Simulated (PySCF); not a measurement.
Ge: ionisation energy

Ge [Ar] 3d10 4s2 4p2 (3P) → Ge⁺ [Ar] 3d10 4s2 4p1 (2P), as a difference of total energies. All numbers are calculated (PySCF 2.14, scalar relativity through the core potential, in cc-pVDZ-PP with ECP10MDF). Correlated levels: valence: 3s2 3p6 3d10 frozen. The calculations carry no spin-orbit coupling.

```
           method  ionisation energy (eV)
              UHF                   7.408
           M06-2X                   7.662
              LDA                   7.945
    MP2 (valence)                   7.658
SCS-MP2 (valence)                   7.594
   CCSD (valence)                   7.680
CCSD(T) (valence)                   7.687
```

Errors of the correlated levels include the incompleteness of this basis and the frozen core.

**Question.** Which method comes closest to the reference value, and which is furthest?

**Answer.** The reference is 7.925 eV (measured; NIST levels, between the centres of gravity of the two terms). Closest: LDA (error 0.020 eV); furthest: UHF (error -0.517 eV).
